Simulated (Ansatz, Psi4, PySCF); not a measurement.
C$_{4}$H$_{12}$Ge, singlet, at a GFN2-xTB geometry. Base run: PySCF with B3LYP5/STO-3G.

Input for PySCF:
```python
from pyscf import gto, scf, dft

mol = gto.Mole()
mol.atom = '''
    C    -0.23947062   -1.06595218   -1.65989926
    Ge    0.00000000    0.00000000   -0.00000000
    C    -0.06719706    1.93648478   -0.44088209
    C    -1.45232338   -0.43786460    1.28370447
    C     1.75899106   -0.43266800    0.81707688
    H    -1.19574845   -0.84621800   -2.12542525
    H    -0.20636169   -2.12977053   -1.44389199
    H     0.54406792   -0.84340260   -2.37823336
    H     0.06161749    2.54065356    0.45234337
    H    -1.02110312    2.19755474   -0.88962537
    H     0.71871324    2.20037014   -1.14243348
    H    -2.42529904   -0.20948328    0.85870428
    H    -1.43591229   -1.49303582    1.54023754
    H    -1.34257843    0.13361553    2.20067303
    H     1.81961363   -1.48776767    1.06718570
    H     2.57004324   -0.20139974    0.13284433
    H     1.91294749    0.13888367    1.72762118
'''
mol.basis = 'sto-3g'
mol.verbose = 4
mol.build()

mf = dft.RKS(mol)
mf.xc = 'b3lyp5'
mf.kernel()
```

The same geometry, method and basis name were run in Ansatz (a first-principles code) and Psi4 and PySCF, at each program's defaults and at the settings that a row names. The base is PySCF at its defaults. Differences at the defaults can come from grids, fitting, cores and function types together.

```tsv
code and settings	ΔE vs base (mEh)	basis functions	E (Eh)	SCF cycles
PySCF, defaults (exact integrals, its default grid, spherical functions)	0.000	50	-2210.61809	8
Psi4, defaults (density fitting with its default set, its default grid, spherical functions)	-2.732	50	-2210.62083	8
Ansatz, defaults (factorised integrals, its default grid, spherical functions)	0.015	50	-2210.61808	-
PySCF, density fitting with def2-universal-jkfit	-2.772	50	-2210.62087	8
PySCF, fine grid	0.002	50	-2210.61809	8
Psi4, exact integrals, spherical functions, fine grid	0.002	50	-2210.61809	9
Ansatz, high accuracy	0.003	50	-2210.61809	-
```
